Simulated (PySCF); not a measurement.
A calculation to check before its numbers are used.

A core-ionisation job on C2H2BCl2N, SMILES `N#CCB(Cl)Cl`. Method: PySCF 2.14.0, delta-SCF UKS HF, pcX-2 on the ionised atom, pcseg-1 elsewhere, spin-free X2C.

Driver input (Å, PBE0-D3(BJ)/def2-SVP geometry):

```
{"job": {"kind": "xps", "xc": "HF"}, "charge": 0, "multiplicity": 1}
N     -0.4253     2.2427     0.0770
C      0.1071     1.3571    -0.4431
C      0.7764     0.2462    -1.0930
B      2.1628    -0.1975    -0.4790
Cl     2.9933    -1.5362    -1.2341
Cl     2.8700     0.5867     0.8985
H      0.1129    -0.6373    -1.0935
H      0.9379     0.4815    -2.1601
```

Output:

```
ground state, core basis on atom 0 (N), 133 functions
  cycle   1  E = -1077.46525620  |g| = 6.96e-01
  cycle   2  E = -1077.54114314  |g| = 6.00e-01
  cycle   3  E = -1077.62185604  |g| = 8.30e-02
  cycle   4  E = -1077.62431446  |g| = 3.80e-02
  cycle   5  E = -1077.62476768  |g| = 6.55e-03
  cycle   6  E = -1077.62479183  |g| = 2.52e-03
  cycle   7  E = -1077.62479429  |g| = 6.34e-04
  cycle   8  E = -1077.62479445  |g| = 1.26e-04
  E(ground) = -1077.62479445 Eh
hole in N 1s of atom 0
  cycle   1  E = -1062.03448613  |g| = 1.82e+00
  cycle   2  E = -1062.30803487  |g| = 1.21e+00
  cycle   3  E = -1062.71003087  |g| = 2.15e-01
  cycle   4  E = -1062.72755332  |g| = 5.50e-02
  cycle   5  E = -1062.72959502  |g| = 2.62e-02
  cycle   6  E = -1062.73148357  |g| = 2.05e-02
  cycle   7  E = -1062.73332815  |g| = 1.52e-02
  cycle   8  E = -1062.73477186  |g| = 8.21e-03
  cycle   9  E = -1062.73491434  |g| = 1.41e-03
  cycle  10  E = -1062.73491780  |g| = 6.02e-04
  cycle  11  E = -1062.73491836  |g| = 2.64e-04
  E(ion) = -1062.73491836 Eh   <S^2> = 0.9526   hole on atom = 1.000   binding energy = 405.174 eV
ground state, core basis on atom 1 (C), 133 functions
  cycle   1  E = -1077.61765596  |g| = 3.36e-02
  cycle   2  E = -1077.61775068  |g| = 1.95e-02
  cycle   3  E = -1077.61782283  |g| = 6.30e-03
  cycle   4  E = -1077.61783142  |g| = 3.73e-04
  E(ground) = -1077.61783142 Eh
hole in C 1s of atom 1
  cycle   1  E = -1066.32503272  |g| = 1.49e+00
  cycle   2  E = -1066.52246000  |g| = 9.81e-01
  cycle   3  E = -1066.81518489  |g| = 3.02e-01
  cycle   4  E = -1066.85001913  |g| = 6.06e-02
  cycle   5  E = -1066.85279986  |g| = 3.04e-02
  cycle   6  E = -1066.85487979  |g| = 2.93e-02
  cycle   7  E = -1066.85732327  |g| = 2.87e-02
  cycle   8  E = -1066.86142617  |g| = 2.75e-02
  cycle   9  E = -1066.85388094  |g| = 8.42e-02
  cycle  10  E = -1066.87027337  |g| = 1.28e-02
  cycle  11  E = -1066.87139224  |g| = 1.73e-03
  cycle  12  E = -1066.87139593  |g| = 3.93e-04
  E(ion) = -1066.87139593 Eh   <S^2> = 1.3487   hole on atom = 1.000   binding energy = 292.425 eV
ground state, core basis on atom 2 (C), 133 functions
  cycle   1  E = -1077.61118350  |g| = 2.57e-02
  cycle   2  E = -1077.61124843  |g| = 4.34e-03
  cycle   3  E = -1077.61125318  |g| = 1.82e-03
  cycle   4  E = -1077.61125405  |g| = 3.92e-04
  E(ground) = -1077.61125405 Eh
hole in C 1s of atom 2
  cycle   1  E = -1066.30759528  |g| = 1.50e+00
  cycle   2  E = -1066.64173860  |g| = 7.77e-01
  cycle   3  E = -1066.84192255  |g| = 1.76e-01
  cycle   4  E = -1066.85258751  |g| = 7.95e-02
  cycle   5  E = -1066.85542582  |g| = 1.65e-02
  cycle   6  E = -1066.85579217  |g| = 9.72e-03
  cycle   7  E = -1066.85599781  |g| = 4.67e-03
  cycle   8  E = -1066.85605507  |g| = 2.69e-03
  cycle   9  E = -1066.85607565  |g| = 2.41e-03
  cycle  10  E = -1066.85609767  |g| = 2.30e-03
  cycle  11  E = -1066.85616892  |g| = 2.00e-03
  cycle  12  E = -1066.85630112  |g| = 1.13e-03
  cycle  13  E = -1066.85633831  |g| = 4.23e-04
  cycle  14  E = -1066.85633887  |g| = 2.32e-04
  E(ion) = -1066.85633887 Eh   <S^2> = 0.8146   hole on atom = 1.000   binding energy = 292.656 eV
ground state, core basis on atom 3 (B), 133 functions
  cycle   1  E = -1077.61090762  |g| = 3.36e-02
  cycle   2  E = -1077.61112556  |g| = 9.21e-03
  cycle   3  E = -1077.61114716  |g| = 3.70e-03
  cycle   4  E = -1077.61115114  |g| = 6.50e-04
  cycle   5  E = -1077.61115131  |g| = 3.78e-04
  E(ground) = -1077.61115131 Eh
hole in B 1s of atom 3
  cycle   1  E = -1069.85805777  |g| = 1.16e+00
  cycle   2  E = -1069.99041701  |g| = 7.79e-01
  cycle   3  E = -1070.25003065  |g| = 1.91e-01
  cycle   4  E = -1070.26855504  |g| = 3.98e-02
  cycle   5  E = -1070.26961195  |g| = 2.25e-02
  cycle   6  E = -1070.27014579  |g| = 1.08e-02
  cycle   7  E = -1070.27047210  |g| = 5.51e-03
  cycle   8  E = -1070.27058009  |g| = 3.02e-03
  cycle   9  E = -1070.27061756  |g| = 1.82e-03
  cycle  10  E = -1070.27063395  |g| = 1.23e-03
  cycle  11  E = -1070.27064251  |g| = 9.77e-04
  cycle  12  E = -1070.27064840  |g| = 8.49e-04
  cycle  13  E = -1070.27065423  |g| = 7.47e-04
  cycle  14  E = -1070.27066164  |g| = 6.09e-04
  cycle  15  E = -1070.27066857  |g| = 4.23e-04
  E(ion) = -1070.27066857 Eh   <S^2> = 0.8039   hole on atom = 1.000   binding energy = 199.745 eV
ground state, core basis on atom 4 (Cl), 144 functions
  cycle   1  E = -1077.79597514  |g| = 1.16e-01
  cycle   2  E = -1077.79618411  |g| = 9.89e-03
  cycle   3  E = -1077.79619428  |g| = 2.68e-03
  cycle   4  E = -1077.79619574  |g| = 8.69e-04
  cycle   5  E = -1077.79619606  |g| = 4.59e-04
  E(ground) = -1077.79619606 Eh
hole in Cl 1s of atom 4
  cycle   1  E = -972.55218795  |g| = 5.42e+00
  cycle   2  E = -973.65134406  |g| = 1.14e+00
  cycle   3  E = -973.76247598  |g| = 1.02e-01
  cycle   4  E = -973.76442297  |g| = 1.42e-02
  cycle   5  E = -973.76450138  |g| = 5.01e-03
  cycle   6  E = -973.76451454  |g| = 2.73e-03
  cycle   7  E = -973.76451904  |g| = 7.59e-04
  cycle   8  E = -973.76451989  |g| = 2.74e-04
  E(ion) = -973.76451989 Eh   <S^2> = 0.7526   hole on atom = 1.000   binding energy = 2830.846 eV
hole in Cl 2p of atom 4
  cycle   1  E = -1069.73249471  |g| = 1.63e+00
  cycle   2  E = -1070.13206516  |g| = 5.49e-01
  cycle   3  E = -1070.17724787  |g| = 2.96e-02
  cycle   4  E = -1070.17776118  |g| = 1.26e-02
  cycle   5  E = -1070.17786184  |g| = 7.03e-03
  cycle   6  E = -1070.17790103  |g| = 3.28e-03
  cycle   7  E = -1070.17791368  |g| = 1.13e-03
  cycle   8  E = -1070.17791573  |g| = 4.18e-04
  E(ion) = -1070.17791573 Eh   <S^2> = 0.7580   hole on atom = 1.001   binding energy = 207.304 eV
  2p3/2 = 206.749 eV   2p1/2 = 208.354 eV
```

The program numbers atoms from 0. The 2p3/2 and 2p1/2 values come from a spin–orbit splitting computed afterwards; their 2:1 mean is the average over the three 2p orbitals and can differ from the one hole solved.

Q: Do all binding energies of this run deserve the same trust?

A: No. Every hole passed the driver's convergence checks (|g| < 5e-4, core orbital emptied to over 0.9), but ⟨S²⟩ is 1.349 for C1s on atom 1 and 0.953 for N1s on atom 0, against 0.75 for a pure doublet, so the unrestricted ion state holds higher spin components.

Q: What would you do next?

A: Recompute such holes with a restricted open-shell or spin-projected scheme and compare; until then these binding energies are doubtful.

Time: 44 s of wall time; peak memory 0.50 GiB. Hardware: an Arm Neoverse N1 with one thread, no GPU, shared host with 64 logical CPUs at a one-minute load of 60.
